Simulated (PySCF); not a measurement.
B(Cl)(Br)(OMe) (CH3BBrClO), SMILES COB(Cl)Br. Atoms are numbered in the order given.

```xyz
8

B     -0.2275    -0.5666     0.1240
Cl    -0.5842    -1.2340     1.7171
Br     0.4808     1.2379    -0.0083
O     -0.4608    -1.3368    -0.9496
C     -0.2472    -1.0037    -2.3152
H      0.4708    -1.7290    -2.7472
H     -1.2109    -1.0947    -2.8548
H      0.1487     0.0257    -2.4316
```

Coordinates come from a PBE-D3(BJ)/def2-SVP optimisation. Other conformers were not sampled.

Computed with PBE-D3(BJ)/def2-SVP run with PySCF.

Frequencies are harmonic and unscaled.

Q: Estimate the vibrational spectrum. (The exact figures need the calculation; the answer reports its results.)

A: 
| mode | ν (cm⁻¹) | IR (km/mol) | moving atoms (share of kinetic energy) |
|---|---|---|---|
| 1 | 50 | 0.2 | H 98 % |
| 2 | 146 | 3.5 | O 48 %, H 21 %, C 18 % |
| 3 | 189 | 3.2 | C 45 %, Br 23 %, H 20 %, Cl 9 % |
| 4 | 211 | 0.1 | Cl 51 %, Br 29 %, O 8 % |
| 5 | 390 | 10.8 | O 42 %, Cl 26 %, C 18 %, H 12 % |
| 6 | 446 | 5.9 | O 34 %, Cl 22 %, Br 16 %, B 16 % |
| 7 | 474 | 8.7 | B 86 %, O 11 % |
| 8 | 910 | 386.5 | B 82 % |
| 9 | 1005 | 0.9 | C 40 %, O 26 %, B 26 % |
| 10 | 1140 | 26.1 | H 73 %, C 19 % |
| 11 | 1142 | 0.2 | H 76 %, C 19 % |
| 12 | 1346 | 325.7 | H 39 %, B 25 %, O 21 %, C 15 % |
| 13 | 1417 | 4.7 | H 96 % |
| 14 | 1420 | 3.8 | H 97 % |
| 15 | 1462 | 201.0 | H 50 %, O 25 %, B 24 % |
| 16 | 2968 | 44.1 | H 98 % |
| 17 | 3071 | 7.2 | H 90 %, C 10 % |
| 18 | 3072 | 11.4 | H 90 %, C 10 % |
